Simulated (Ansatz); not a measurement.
`[NH2][W](=[O])([F])=[S]` and `[NH2][W]([NH2])(=[O])=[S]` differ in one atom or group.

Ansatz, PBE0-D4/def2-TZVP geometries, multiplicity 1. Each molecule was computed in one conformer, which needn't be the lowest.

Elements past krypton have def2 core potentials.

```
                                                                                  property  `[NH2][W](=[O])([F])=[S]`
ideal-gas entropy at 298 K and 1 bar (rigid rotor, harmonic PBE0-D4/def2-TZVP) / J/(mol·K)                        348
                                                       LUMO energy (B3LYP/def2-TZVPP) / eV                      -2.60
                                                         HOMO energy (PBE/def2-TZVPP) / eV                      -6.51
                                                       HOMO–LUMO gap (PBE/def2-TZVPP) / eV                       3.39
                                                   HOMO–LUMO gap (ωB97M-V/def2-TZVPP) / eV                       9.53
                                                        HOMO energy (PBE0/def2-TZVPP) / eV                      -7.76
```

(1) Give the same properties after the change, and the shifts. (An estimate is asked.)

Answers

(1) Computed: 
```
                                                                                  property  `[NH2][W]([NH2])(=[O])=[S]`  shift
ideal-gas entropy at 298 K and 1 bar (rigid rotor, harmonic PBE0-D4/def2-TZVP) / J/(mol·K)                          365     17
                                                       LUMO energy (B3LYP/def2-TZVPP) / eV                        -2.15   0.45
                                                         HOMO energy (PBE/def2-TZVPP) / eV                        -6.07   0.44
                                                       HOMO–LUMO gap (PBE/def2-TZVPP) / eV                         3.37  -0.02
                                                   HOMO–LUMO gap (ωB97M-V/def2-TZVPP) / eV                         9.52  -0.01
                                                        HOMO energy (PBE0/def2-TZVPP) / eV                        -7.30   0.46
```

The zero-point energy changes by 59.4 kJ/mol with +6 modes.

B3LYP here is the variant with VWN-RPA as its local correlation; programs differ in this.
